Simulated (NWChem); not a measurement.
System: C5H3N; SMILES C#C/C=C/C#N

NWChem printed, in part:

```
             Northwest Computational Chemistry Package (NWChem) 7.3.0
             --------------------------------------------------------

                             Geometry "geometry" -> ""
                             -------------------------

 Output coordinates in angstroms (scale by  1.889725989 to convert to a.u.)

  No.       Tag          Charge          X              Y              Z
 ---- ---------------- ---------- -------------- -------------- --------------
    1 C                    6.0000    -0.11802900    -3.03659900     0.00000000
    2 C                    6.0000     0.12624600    -1.83413100     0.00000000
    3 C                    6.0000     0.45382300    -0.45784000     0.00000000
    4 C                    6.0000    -0.47112900     0.54782800     0.00000000
    5 C                    6.0000    -0.11251900     1.92460600     0.00000000
    6 N                    7.0000     0.15898000     3.06874600     0.00000000
    7 H                    1.0000    -0.34284700    -4.09456000     0.00000000
    8 H                    1.0000     1.52712900    -0.19654900     0.00000000
    9 H                    1.0000    -1.54855500     0.31342300     0.00000000

 Effective nuclear repulsion energy (a.u.)     160.5074431028

                                 NWChem DFT Module
                                 -----------------

 Summary of "ao basis" -> "ao basis" (spherical)
 ------------------------------------------------------------------------------
       Tag                 Description            Shells   Functions and Types
 ---------------- ------------------------------  ------  ---------------------
 C                          def2-svp                 6       14   3s2p1d
 N                          def2-svp                 6       14   3s2p1d
 H                          def2-svp                 3        5   2s1p

 in cosmo_initialize ...
 calling solv_data for solv:h2o

 solvent parameters
 solvname_short: h2o
 solvname_long:  water
 dielec:       78.4000
 dielecinf:     1.7769
 aqueous SMD model solvent descriptors
 dielec:       78.4000
 sola:          0.8200

          ---------------
          -cosmo- solvent
          ---------------
 Cosmo: York-Karplus, doi: 10.1021/jp992097l
 dielectric constant -eps-     =  78.40
 screen = (eps-1)/(eps    )    =   0.98724
 surface charge correction     = lagrangian

   van der Waals surface
 --------------------------

[...]

                                COSMO-SMD solvation results
                                ---------------------------

             internal energy in gas <Psi(g)|H|Psi(g)> =      -246.685366542521
         internal energy in solvent <Psi(s)|H|Psi(s)> =      -246.682835112077
                               delta internal energy  =         0.002531430444 (    1.59 kcal/mol)
   total free energy in solvent <Psi(s)|H+V/2|Psi(s)> =      -246.698735164148
 polarization energy contribution <Psi(s)|V/2|Psi(s)> =        -0.015900052071 (   -9.98 kcal/mol)
    total free energy in solvent including G(SMD-CDS) =      -246.689089761277
                       G(SMD-CDS) energy contribution =         0.009645402870 (    6.05 kcal/mol)
     1 M fixed-concentration free energy of solvation =        -0.003723218756 (   -2.34 kcal/mol)

                       DFT Final Molecular Orbital Analysis
                       ------------------------------------

 Vector   18  Occ=2.000000D+00  E=-4.106293D-01
              MO Center=  1.0D-01, -3.9D-01,  9.8D-11, r^2= 5.7D+00
   Bfn.  Coefficient  Atom+Function         Bfn.  Coefficient  Atom+Function
  ----- ------------  ---------------      ----- ------------  ---------------
    20      0.332740  2 C  pz                76      0.264492  6 N  pz
     6      0.254042  1 C  pz                34      0.242866  3 C  pz
    62     -0.221664  5 C  pz                23      0.188648  2 C  pz
    79     -0.163524  6 N  pz                65     -0.138565  5 C  pz
    37      0.135743  3 C  pz                 9      0.131708  1 C  pz

 Vector   19  Occ=2.000000D+00  E=-3.581989D-01
              MO Center=  5.3D-02, -2.3D+00, -2.7D-11, r^2= 1.9D+00
   Bfn.  Coefficient  Atom+Function         Bfn.  Coefficient  Atom+Function
  ----- ------------  ---------------      ----- ------------  ---------------
     4      0.410838  1 C  px                18      0.394360  2 C  px
     7      0.246997  1 C  px                21      0.240605  2 C  px
    90     -0.136963  8 H  s                 32     -0.115502  3 C  px
     5     -0.085526  1 C  py                45      0.084169  4 C  s
    19     -0.074893  2 C  py                47     -0.072976  4 C  py

 Vector   20  Occ=2.000000D+00  E=-3.171233D-01
              MO Center= -5.9D-02, -5.6D-01, -4.0D-10, r^2= 5.2D+00
   Bfn.  Coefficient  Atom+Function         Bfn.  Coefficient  Atom+Function
  ----- ------------  ---------------      ----- ------------  ---------------
    48     -0.327125  4 C  pz                 6      0.317666  1 C  pz
    51     -0.249573  4 C  pz                34     -0.242819  3 C  pz
    20      0.236583  2 C  pz                76     -0.229101  6 N  pz
     9      0.207019  1 C  pz                37     -0.178530  3 C  pz
    79      0.167751  6 N  pz                23      0.162958  2 C  pz

 Vector   21  Occ=0.000000D+00  E=-5.400880D-02
              MO Center=  1.1D-02, -1.4D-01,  3.6D-10, r^2= 5.0D+00
   Bfn.  Coefficient  Atom+Function         Bfn.  Coefficient  Atom+Function
  ----- ------------  ---------------      ----- ------------  ---------------
    37      0.411398  3 C  pz                51     -0.390643  4 C  pz
    34      0.350280  3 C  pz                 9     -0.315806  1 C  pz
    48     -0.311438  4 C  pz                 6     -0.269105  1 C  pz
    79      0.256382  6 N  pz                76     -0.240346  6 N  pz
    62     -0.151033  5 C  pz                23      0.131198  2 C  pz

[...]
```

Level: M06-2X/def2-SVP, SMD on the gas-phase geometry. The geometry was optimised at PBE-D3(BJ)/def2-SVP. Solvent: water.

### Question
Write an input that gives this output.

### Answer
This is not unique; one that fits is the input that was run:
```
start job
memory heap 200 mb stack 900 mb global 1100 mb
geometry units angstroms noautosym nocenter noautoz
  C     -0.118029    -3.036599     0.000000
  C      0.126246    -1.834131     0.000000
  C      0.453823    -0.457840     0.000000
  C     -0.471129     0.547828     0.000000
  C     -0.112519     1.924606     0.000000
  N      0.158980     3.068746     0.000000
  H     -0.342847    -4.094560     0.000000
  H      1.527129    -0.196549     0.000000
  H     -1.548555     0.313423     0.000000
end
basis spherical
  * library def2-svp
end
dft
  xc m06-2x
  iterations 150
end
cosmo
  do_cosmo_smd true
  solvent water
end
task dft energy
```
